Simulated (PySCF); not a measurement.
Isomers of [C8H12N]+ (charge +1). Level of theory: PBE0-D3(BJ)/def2-SVP geometry optimisation, gas phase in PySCF. Energies are electronic, without zero-point or thermal terms, for one conformer each. No frequencies were run at this level. Point groups hold within 0.08 Å.

**Question.** Order them by energy at this level, lowest first, and give relative energies in kJ/mol.
A. `[CH3:1][CH2:2][c:3]1[cH:4][cH:5][cH:6][cH:7][n+:8]1[CH3:9]` (charge +1) with C1–C2–C3–C4 0°
B. `[CH2:1]=[C:2]([CH2:3][C:4]#[N+:5][CH3:6])[CH:7]1[CH2:8][CH2:9]1` (charge +1) with C1–C2–C3–C4 96°, C1–C2–C7–C8 -155°
C. 2,4,6-trimethylpyridinium (`Cc1cc(C)[nH+]c(C)c1`)

**Answer.** C (0.0), A (69.4), B (372.1).

As drawn, the lowest has an N–H bond, which the highest lacks; the highest has a three-membered ring, which the lowest lacks.

| SMILES | E (Eh) | E rel (kJ/mol) | dipole about centre of mass (D) | point group | A, B, C (MHz) |
| --- | --- | --- | --- | --- | --- |
| Cc1cc(C)[nH+]c(C)c1 | -365.95136 | 0.0 | 1.87 | – | 1846, 1711, 902.9 |
| CCc1cccc[n+]1C | -365.92493 | 69.4 | 1.99 | Cs | 2495, 1491, 950.0 |
| C=C(CC#[N+]C)C1CC1 | -365.80965 | 372.1 | 6.15 | C1 | 2404, 1001, 818.7 |
